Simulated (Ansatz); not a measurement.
`F[SiH2][GeH3]` + `OBF` → `FB[O][GeH3]` + `F[SiH3]` at 298.15 K and 1 bar (cleavage of the Ge–Si bond).

Calculated with Ansatz (gas phase, PBE0-D4/def2-TZVP geometries, no zero-point term in ΔE). CCSD(T)/CBS adds triple-zeta CCSD(T) − MP2 to the extrapolated MP2 energy (def2 sets, frozen cores). This one scheme is used for every species. For Ge outer-core shells are correlated without core-valence functions, which leaves a few kJ/mol of doubt a bond. Scalar relativity is left out up to krypton. Each species was taken in one conformer, which may not be the lowest.

| species | CCSD(T)/CBS energy (Eh) | H − E (kJ/mol) | S (J/(mol·K)) |
| --- | --- | --- | --- |
| `F[SiH2][GeH3]` | -2468.03899 | 130.7 | 324.6 |
| `OBF` | -201.07426 | 91.0 | 252.9 |
| `FB[O][GeH3]` | -2278.39547 | 133.0 | 329.4 |
| `F[SiH3]` | -390.72345 | 82.7 | 238.5 |

H − E and S are ideal-gas, rigid-rotor, harmonic terms from PBE0-D4/def2-TZVP, for one conformer and one mirror image of each species. 1 Eh = 2625.50 kJ/mol, R = 8.31446 J/(mol·K).

Problem. By hand: ΔE, ΔH, ΔS and ΔG.

Solution. ΔE = (-2278.39547) + (-390.72345) − (-2468.03899) − (-201.07426) = -0.00567 Eh = -14.9 kJ/mol. Δ(H − E) = 133.0 + 82.7 − 130.7 − 91.0 = -6.0, so ΔH = -20.9 kJ/mol. ΔS = 329.4 + 238.5 − 324.6 − 252.9 = -9.6 J/(mol·K). ΔG = -20.9 − 298.15 × (-9.6)/1000 = -18.0 kJ/mol.

Problem. By hand: the equilibrium constant, and the temperature at which ΔG would vanish if ΔH and ΔS stayed fixed.

Solution. log₁₀ K = −ΔG/(RT ln 10) = 3.2. ΔG = 0 at ΔH/ΔS = 2177 K, though so small a ΔS makes that figure unsure.

The number of gas molecules stays the same, so ΔS is small and ΔH decides. A doubt of 5 kJ/mol in ΔE shifts log₁₀ K by 0.9 here. Other conformers and mirror images would add mixing entropy, several J/(mol·K) or more a flexible species. These are equilibria of isolated gas molecules and say nothing of rates. Largest T1 diagnostic: 0.013 (customary marks: 0.02 for closed shells, 0.045 for open ones).
